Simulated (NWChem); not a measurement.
System: C3H7Br; SMILES BrC(C)C

NWChem input:

```
start job
memory heap 200 mb stack 900 mb global 1100 mb
geometry units angstroms noautoz
  C      0.139103    -1.545987    -1.268203
  C     -0.400328    -0.921042     0.000000
  C      0.139103    -1.545987     1.268203
  Br     0.003670     1.009201     0.000000
  H      1.236865    -1.477536    -1.305283
  H     -0.139849    -2.612511    -1.298821
  H     -0.267995    -1.058060    -2.164553
  H     -1.499436    -0.944489     0.000000
  H      1.236865    -1.477536     1.305283
  H     -0.139849    -2.612511     1.298821
  H     -0.267995    -1.058060     2.164553
end
basis spherical
  C library 6-31g*
  Br library 6-31g*
  H library 6-31g*
end
dft
  xc b3lyp
  iterations 150
  mulliken
end
task dft energy
```

Parts of the log:

```
             Northwest Computational Chemistry Package (NWChem) 7.3.0
             --------------------------------------------------------

 CS  symmetry detected

                             Geometry "geometry" -> ""
                             -------------------------

 Output coordinates in angstroms (scale by  1.889725989 to convert to a.u.)

  No.       Tag          Charge          X              Y              Z
 ---- ---------------- ---------- -------------- -------------- --------------
    1 C                    6.0000     0.13469325     1.54711719    -1.26820300
    2 C                    6.0000    -0.39993862     0.91806170     0.00000000
    3 C                    6.0000     0.13469325     1.54711719     1.26820300
    4 Br                  35.0000     0.01882161    -1.00903256     0.00000000
    5 H                    1.0000     1.23294702     1.48707046    -1.30528300
    6 H                    1.0000    -0.15241375     2.61147486    -1.29882100
    7 H                    1.0000    -0.26865823     1.05608856    -2.16455300
    8 H                    1.0000    -1.49919389     0.93309544     0.00000000
    9 H                    1.0000     1.23294702     1.48707046     1.30528300
   10 H                    1.0000    -0.15241375     2.61147486     1.29882100
   11 H                    1.0000    -0.26865823     1.05608856     2.16455300

 Effective nuclear repulsion energy (a.u.)     251.1002498302

      Symmetry information
      --------------------

 Group name             Cs
 Group number              2
 Group order               2
 No. of unique centers     7

                                 NWChem DFT Module
                                 -----------------

 Summary of "ao basis" -> "ao basis" (spherical)
 ------------------------------------------------------------------------------
       Tag                 Description            Shells   Functions and Types
 ---------------- ------------------------------  ------  ---------------------
 C                           6-31g*                  6       14   3s2p1d
 Br                          6-31g*                 12       32   5s4p3d
 H                           6-31g*                  2        2   2s

      Symmetry analysis of basis
      --------------------------

        a'         54
        a"         34

            General Information
            -------------------
          SCF calculation type: DFT
          Wavefunction type:  closed shell.
          No. of atoms     :    11
          No. of electrons :    60
           Alpha electrons :    30
            Beta electrons :    30
          Charge           :     0
          Spin multiplicity:     1
          Use of symmetry is: on ; symmetry adaption is: on
          Maximum number of iterations: 150
          AO basis - number of functions:    88
                     number of shells:    44
          Convergence on energy requested:  1.00D-06
          Convergence on density requested:  1.00D-05
          Convergence on gradient requested:  5.00D-04

              XC Information
              --------------
                         B3LYP Method XC Potential
                     Hartree-Fock (Exact) Exchange  0.200
                        Slater Exchange Functional  0.800 local
                    Becke 1988 Exchange Functional  0.720 non-local
              Lee-Yang-Parr Correlation Functional  0.810
                  VWN I RPA Correlation Functional  0.190 local

             Grid Information
             ----------------
          Grid used for XC integration:  medium
          Radial quadrature: Mura-Knowles
          Angular quadrature: Lebedev.
          Tag              B.-S. Rad. Rad. Pts. Rad. Cut. Ang. Pts.
          ---              ---------- --------- --------- ---------
          C                   0.70       49          10.0       434
          Br                  1.15      112          10.0       590
          H                   0.35       45          11.0       434
          Grid pruning is: on
          Number of quadrature shells:   390
          Spatial weights used:  Erf1

      Superposition of Atomic Density Guess
      -------------------------------------

 Sum of atomic energies:       -2688.55566875

      Non-variational initial energy
      ------------------------------

 Total energy =   -2690.761860
 1-e energy   =   -4235.868323
 2-e energy   =    1294.006213
 HOMO         =      -0.350331
 LUMO         =       0.036049

      Symmetry analysis of molecular orbitals - initial
      -------------------------------------------------

  Numbering of irreducible representations:

     1 a'          2 a"

  Orbital symmetries:

     1 a'          2 a'          3 a'          4 a"          5 a'
     6 a'          7 a"          8 a'          9 a'         10 a'
    11 a"         12 a'         13 a'         14 a"         15 a'
    16 a"         17 a'         18 a'         19 a"         20 a'
    21 a'         22 a'         23 a'         24 a"         25 a"
    26 a'         27 a"         28 a'         29 a"         30 a'
    31 a'         32 a'         33 a'         34 a"         35 a'
    36 a'         37 a"         38 a"         39 a'         40 a"

     ---------------------------------------------
      Total Density - Mulliken Population Analysis
     ---------------------------------------------

    Atom       Charge   Shell Charges
 -----------   ------   -------------------------------------------------------
    1 C    6     6.67   2.00  0.72  2.04  0.67  1.21  0.03
    2 C    6     5.96   2.00  0.69  1.66  0.62  0.95  0.05
    3 C    6     6.67   2.00  0.72  2.04  0.67  1.21  0.03
    4 Br  35    35.28   2.00  2.00  6.00  2.00  5.99  1.57  3.88  0.37  1.44  6.97  2.93  0.13
    5 H    1     0.78   0.47  0.31
    6 H    1     0.77   0.46  0.31
    7 H    1     0.77   0.47  0.30
    8 H    1     0.79   0.48  0.31
    9 H    1     0.78   0.47  0.31
   10 H    1     0.77   0.46  0.31
   11 H    1     0.77   0.47  0.30

   convergence    iter        energy       DeltaE   RMS-Dens  Diis-err
 ---------------- ----- ----------------- --------- --------- ---------
 d= 0,ls=0.0,diis     1  -2692.3609294204 -2.94D+03  1.02D-02  4.81D-01
 d= 0,ls=0.0,diis     2  -2692.3551955034  5.73D-03  7.45D-03  5.15D-01
 d= 0,ls=0.0,diis     3  -2692.4122639678 -5.71D-02  1.89D-03  4.46D-02
 d= 0,ls=0.0,diis     4  -2692.4182028955 -5.94D-03  2.43D-04  8.86D-04
 d= 0,ls=0.0,diis     5  -2692.4182935219 -9.06D-05  6.59D-05  6.37D-05
  Resetting Diis
 d= 0,ls=0.0,diis     6  -2692.4183011306 -7.61D-06  1.21D-05  2.21D-06
 d= 0,ls=0.0,diis     7  -2692.4183013553 -2.25D-07  6.22D-06  1.65D-07

         Total DFT energy =    -2692.418301355276
      One electron energy =    -4239.911157287511
           Coulomb energy =     1406.641035254261
    Exchange-Corr. energy =     -110.248429152214
 Nuclear repulsion energy =      251.100249830187

 Numeric. integr. density =       60.000013363797

                  Occupations of the irreducible representations
                  ----------------------------------------------

                     irrep           alpha         beta
                     --------     --------     --------
                     a'               20.0         20.0
                     a"               10.0         10.0

                       DFT Final Molecular Orbital Analysis
                       ------------------------------------

 Vector   28  Occ=2.000000D+00  E=-3.397017D-01  Symmetry=a'
              MO Center= -6.9D-02,  3.9D-01,  1.0D-11, r^2= 3.9D+00
   Bfn.  Coefficient  Atom+Function         Bfn.  Coefficient  Atom+Function
  ----- ------------  ---------------      ----- ------------  ---------------
    54      0.532568   4 Br py               18     -0.251917   2 C  py
    50     -0.241147   4 Br py                4      0.162527   1 C  py
    32      0.162527   3 C  py               58      0.158426   4 Br py
    78      0.153996   6 H  s                86      0.153996  10 H  s
    22     -0.138682   2 C  py               77      0.135034   6 H  s

 Vector   29  Occ=2.000000D+00  E=-2.715002D-01  Symmetry=a'
              MO Center= -2.2D-02, -8.4D-01,  2.9D-15, r^2= 1.9D+00
   Bfn.  Coefficient  Atom+Function         Bfn.  Coefficient  Atom+Function
  ----- ------------  ---------------      ----- ------------  ---------------
    53      0.734577   4 Br px               57      0.347724   4 Br px
    49     -0.330770   4 Br px               54      0.169775   4 Br py
    82      0.133096   8 H  s                17     -0.122614   2 C  px
    45      0.099186   4 Br px               81      0.097382   8 H  s
     6     -0.085343   1 C  s                34     -0.085343   3 C  s

 Vector   30  Occ=2.000000D+00  E=-2.713871D-01  Symmetry=a"
              MO Center=  1.0D-02, -8.2D-01, -1.9D-13, r^2= 2.0D+00
   Bfn.  Coefficient  Atom+Function         Bfn.  Coefficient  Atom+Function
  ----- ------------  ---------------      ----- ------------  ---------------
    55      0.759207   4 Br pz               59      0.354897   4 Br pz
    51     -0.341315   4 Br pz               47      0.102340   4 Br pz
    19     -0.100820   2 C  pz                6      0.096005   1 C  s
    34     -0.096005   3 C  s                 4     -0.086638   1 C  py
    32      0.086638   3 C  py               78     -0.077596   6 H  s

 Vector   31  Occ=0.000000D+00  E= 1.380845D-03  Symmetry=a'
              MO Center= -1.0D-01, -2.0D-01,  1.7D-14, r^2= 3.4D+00
   Bfn.  Coefficient  Atom+Function         Bfn.  Coefficient  Atom+Function
  ----- ------------  ---------------      ----- ------------  ---------------
    20      0.826134   2 C  s                58     -0.736904   4 Br py
    22     -0.612472   2 C  py               54     -0.460773   4 Br py
    18     -0.426266   2 C  py               56     -0.408517   4 Br s
    52      0.235076   4 Br s                50      0.197207   4 Br py
    78      0.163824   6 H  s                86      0.163824  10 H  s

 Vector   32  Occ=0.000000D+00  E= 8.386335D-02  Symmetry=a'
              MO Center= -3.7D-01,  1.6D+00,  1.4D-13, r^2= 5.4D+00
   Bfn.  Coefficient  Atom+Function         Bfn.  Coefficient  Atom+Function
  ----- ------------  ---------------      ----- ------------  ---------------
     6      1.137297   1 C  s                34      1.137297   3 C  s
    82     -0.887693   8 H  s                78     -0.849387   6 H  s
    86     -0.849387  10 H  s                20      0.806638   2 C  s
    80     -0.550818   7 H  s                88     -0.550818  11 H  s
    21     -0.463032   2 C  px               76     -0.402818   5 H  s

 Vector   33  Occ=0.000000D+00  E= 1.258651D-01  Symmetry=a'
              MO Center=  1.2D-01,  1.3D+00, -4.5D-15, r^2= 5.2D+00
   Bfn.  Coefficient  Atom+Function         Bfn.  Coefficient  Atom+Function
  ----- ------------  ---------------      ----- ------------  ---------------
    82      1.234583   8 H  s                76     -1.013391   5 H  s
    84     -1.013391   9 H  s                20     -0.849089   2 C  s
     6      0.743261   1 C  s                34      0.743261   3 C  s
    21      0.544893   2 C  px                7      0.446857   1 C  px
    35      0.446857   3 C  px               78     -0.307881   6 H  s

     ---------------------------------------------
      Total Density - Mulliken Population Analysis
     ---------------------------------------------

    Atom       Charge   Shell Charges
 -----------   ------   -------------------------------------------------------
    1 C    6     6.44   2.00  0.67  2.12  0.63  0.98  0.03
    2 C    6     6.14   2.00  0.68  2.00  0.60  0.82  0.05
    3 C    6     6.44   2.00  0.67  2.12  0.63  0.98  0.03
    4 Br  35    35.13   2.00  2.00  6.00  2.00  5.99  1.63  3.80  0.33  1.35  6.95  2.92  0.17
    5 H    1     0.83   0.52  0.31
    6 H    1     0.85   0.52  0.33
    7 H    1     0.83   0.52  0.31
    8 H    1     0.82   0.53  0.29
    9 H    1     0.83   0.52  0.31
   10 H    1     0.85   0.52  0.33
   11 H    1     0.83   0.52  0.31

     -------------------------------------------
      Total Density - Lowdin Population Analysis
     -------------------------------------------

    Atom       Charge   Shell Charges
 -----------   ------   -------------------------------------------------------
    1 C    6     6.36   1.99  0.56  1.92  0.44  1.39  0.07
    2 C    6     6.15   1.99  0.55  1.81  0.42  1.28  0.10
    3 C    6     6.36   1.99  0.56  1.92  0.44  1.39  0.07
    4 Br  35    35.08   2.00  2.00  5.99  2.00  5.90  1.29  3.48  0.59  1.79  6.71  3.08  0.25
    5 H    1     0.86   0.50  0.37
    6 H    1     0.87   0.50  0.37
    7 H    1     0.86   0.50  0.37
    8 H    1     0.86   0.51  0.35
    9 H    1     0.86   0.50  0.37
   10 H    1     0.87   0.50  0.37
   11 H    1     0.86   0.50  0.37

     Multipole analysis of the density
     ---------------------------------

     L   x y z        total         alpha         beta         nuclear
     -   - - -        -----         -----         ----         -------
     0   0 0 0     -0.000000    -30.000000    -30.000000     60.000000

     1   1 0 0     -0.151636     -0.075818     -0.075818     -0.000000
     1   0 1 0      0.915218      0.457609      0.457609     -0.000000
     1   0 0 1     -0.000000     -0.000000     -0.000000      0.000000

     2   2 0 0    -28.516620    -26.165176    -26.165176     23.813731
     2   1 1 0     -0.481843     -1.200614     -1.200614      1.919384
     2   1 0 1     -0.000000     -0.000000     -0.000000      0.000000
     2   0 2 0    -27.708041   -175.585184   -175.585184    323.462328
     2   0 1 1     -0.000000     -0.000000     -0.000000      0.000000
     2   0 0 2    -28.481472    -77.541502    -77.541502    126.601533
```

Level: B3LYP/6-31G* (spherical d). Structure relaxed at the PBE0/def2-SVP level. B3LYP is NWChem's, with the RPA form of VWN correlation.
